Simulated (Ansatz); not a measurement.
CH4BF2NO. Charge 0, multiplicity 1. The bonds changed during the relaxation, so this is another structure than the one it started from. Geometry: relaxed with PBE0-D4/def2-TZVP. It is one conformer, not always the lowest.

```xyz
10

N     1.021    0.446   -0.660
C    -0.156   -0.036   -0.374
O    -0.981   -0.378   -1.321
F    -1.720    0.360    1.510
B    -0.523   -0.273    1.225
F     0.571    0.321    1.900
H     1.580    0.698    0.148
H     1.392    0.583   -1.590
H    -0.635   -0.234   -2.214
H    -0.549   -1.487    1.378
```

Task: What is the dipole moment at PBE/def2-TZVPP? (Best estimate.)

Result: The calculation gave: 8.34 D, with components (3.76, 0.82, -7.40) D in this frame, pointing from negative to positive charge.

Task: And with r2SCAN, B3LYP, ωB97M-V? (An estimate is asked.)

Result: Ansatz gave: r2SCAN 8.47 D, B3LYP 8.54 D, ωB97M-V 8.61 D.

Task: Give the Mulliken charges with PBE, ωB97M-V, r2SCAN in def2-TZVPP. (Estimate.)

Result: The calculation gave: 
```json
{"atom": "N1", "PBE": "-0.15", "ωB97M-V": "-0.13", "r2SCAN": "-0.20"}
{"atom": "C2", "PBE": "0.19", "ωB97M-V": "0.29", "r2SCAN": "0.27"}
{"atom": "O3", "PBE": "-0.14", "ωB97M-V": "-0.17", "r2SCAN": "-0.20"}
{"atom": "F4", "PBE": "-0.32", "ωB97M-V": "-0.35", "r2SCAN": "-0.37"}
{"atom": "B5", "PBE": "0.34", "ωB97M-V": "0.31", "r2SCAN": "0.45"}
{"atom": "F6", "PBE": "-0.35", "ωB97M-V": "-0.38", "r2SCAN": "-0.40"}
{"atom": "H7", "PBE": "0.23", "ωB97M-V": "0.20", "r2SCAN": "0.24"}
{"atom": "H8", "PBE": "0.16", "ωB97M-V": "0.13", "r2SCAN": "0.16"}
{"atom": "H9", "PBE": "0.18", "ωB97M-V": "0.17", "r2SCAN": "0.19"}
{"atom": "H10", "PBE": "-0.14", "ωB97M-V": "-0.08", "r2SCAN": "-0.15"}
```

B3LYP here is the variant with VWN-RPA as its local correlation; programs differ in this.
